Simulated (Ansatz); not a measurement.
PBE exchange is replaced step by step with exact exchange (0 % is PBE, 25 % PBE0; no dispersion term), basis def2-TZVP, Ansatz. System: B₂N₂. The state is a singlet with charge 0. Geometry: r2SCAN-D4/def2-TZVP.

Geometry of the singlet:

Cartesian coordinates in Å:
```
B 0.706 0.037 -0.240
B -0.706 -0.037 0.240
N 0.356 0.304 1.094
N -0.356 -0.304 -1.094
```

At PBE-D4/def2-TZVP, PBE0-D4/def2-TZVP the restricted singlet is unstable: a solution with broken spin symmetry lies lower. At PBE-D4/def2-TZVP an occupied level of the charge 0 singlet lies above an empty one (by up to 0.16 eV), so this SCF solution is probably not the lowest. The restricted singlet is unstable towards broken spin symmetry at other levels; at PBE with 5 % exact exchange/def2-TZVP, PBE with 10 % exact exchange/def2-TZVP, PBE with 15 % exact exchange/def2-TZVP, PBE with 35 % exact exchange/def2-TZVP and others this wasn't settled. The geometry of the singlet was relaxed on an unsound state (an occupied level 0.05 eV above an empty one). At PBE0-D4/def2-TZVP a triplet of charge 0 lies 0.87 eV below the restricted singlet, each at its own geometry. The structure comes from a short search, and lower isomers may exist.

```json
{"exact exchange (%)": "0", "HOMO (eV)": "-6.04", "LUMO (eV)": "-6.20", "gap (eV)": "-0.16"}
{"exact exchange (%)": "5", "HOMO (eV)": "-6.25", "LUMO (eV)": "-6.03", "gap (eV)": "0.22"}
{"exact exchange (%)": "10", "HOMO (eV)": "-6.46", "LUMO (eV)": "-5.86", "gap (eV)": "0.60"}
{"exact exchange (%)": "15", "HOMO (eV)": "-6.67", "LUMO (eV)": "-5.68", "gap (eV)": "0.98"}
{"exact exchange (%)": "25", "HOMO (eV)": "-7.08", "LUMO (eV)": "-5.34", "gap (eV)": "1.74"}
{"exact exchange (%)": "35", "HOMO (eV)": "-7.50", "LUMO (eV)": "-5.00", "gap (eV)": "2.50"}
{"exact exchange (%)": "50", "HOMO (eV)": "-8.13", "LUMO (eV)": "-4.50", "gap (eV)": "3.64"}
```
